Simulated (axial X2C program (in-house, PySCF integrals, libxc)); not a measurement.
## Worked dissociation energy of TiTe⁻: PBE0, scalar-relativistic

Calculated with an in-house relativistic program for diatomic molecules. Spin-free means the one-electron spin-free X2C Hamiltonian. Basis: Te dyall-acv3z [12s13p9d5f1g], Ti dyall-acv3z [11s11p7d4f2g] (cores contracted in-house); Gaussian nuclei, density fitting, unrestricted open shells. Masses: Te 129.906 u, Ti 47.948 u.

Molecular state: M_S = 1/2, Λ = 2 (beyond evenly filled blocks: δ+α).

| Item | Value |
| --- | --- |
| E(Te-) (2M_S = 1, M_L = 0) | -6793.516170 hartree |
| E(Ti) (2M_S = 2, M_L = 0) | -853.525542 hartree |
| E(TiTe⁻) at Re | -7647.149064 hartree |
| ωe | 296.6 cm⁻¹ |
| ωexe | 0.783 cm⁻¹ |

Q: Work out De and D0.

A: De = -6793.516170 + (-853.525542) − (-7647.149064) = 0.10735 hartree = 2.921 eV. The zero-point energy is ωe/2 − ωexe/4 = 148 cm⁻¹ = 0.018 eV, so D0 = 2.903 eV.

Dissociation energies refer to the lowest single-determinant-based atoms at the same level and basis. Without a current term, density functionals place determinants with orbital angular momentum somewhat too high. The state is one determinant with fixed occupations, lowest in a PBE0 search at one distance only: followed along the bond, the 2c determinant Ω = 5/2 reaches 0.02 eV lower at PBE0, at Re = 2.460 Å, so the state shown is not the lowest. The highest occupied level of some functionals is positive through self-interaction error; at Hartree–Fock it is bound. The determinant is spin-polarised beyond a pure state at some levels (its spin-free form has ⟨S²⟩ too high), which makes Re and μ there less reliable. Spin-free De lacks the spin–orbit lowering of the heavy p-block atom, a tenth of an eV or more for 4p and 5p, up to an eV for 6p and one to two eV for 7p atoms, less what an open-shell molecule gains itself.

Each atomic determinant is the lowest at this level and need not be a pure term. Totals compare only within one Hamiltonian and basis.
